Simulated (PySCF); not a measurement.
Stepwise substitution at one centre (Ga F-SH). All species are isolated molecules in the gas phase. One relaxed conformer stands for each flexible species; it need not be the lowest. Strings in code marks are SMILES.

These are TPSSh-D3(BJ)/def2-TZVP // CAM-B3LYP-D3(BJ)/def2-TZVP run with PySCF 2.14.0 values and carry that method's errors. All candidates: neutral, multiplicity 1. Excitations are Tamm–Dancoff values on a coarser integration grid. The basis has no diffuse functions, so Rydberg states are missing or too high.

```json
{
  "HOMO–LUMO gap": "5.69 eV",
  "T1 excitation (TDA)": "4.89 eV",
  "LUMO": "-1.34 eV"
}
```

Problem. Which member has these values?
A. `[F][Ga]([F])[SH]` (F–Ga–S–H torsion 0°)
B. `[F][Ga]([SH])[SH]` (S–Ga–S–H torsion -180°, S–Ga–S–H torsion -180°)
C. `[SH][Ga]([SH])[SH]`
D. `[F][Ga]([F])[F]`

Solution. C, `[SH][Ga]([SH])[SH]`. The others give `[F][Ga]([F])[SH]` (F–Ga–S–H torsion 0°): 5.90 eV, 4.92 eV, -2.03 eV; `[F][Ga]([SH])[SH]` (S–Ga–S–H torsion -180°, S–Ga–S–H torsion -180°): 5.73 eV, 4.86 eV, -1.57 eV; `[F][Ga]([F])[F]`: 7.88 eV, 6.83 eV, -2.73 eV
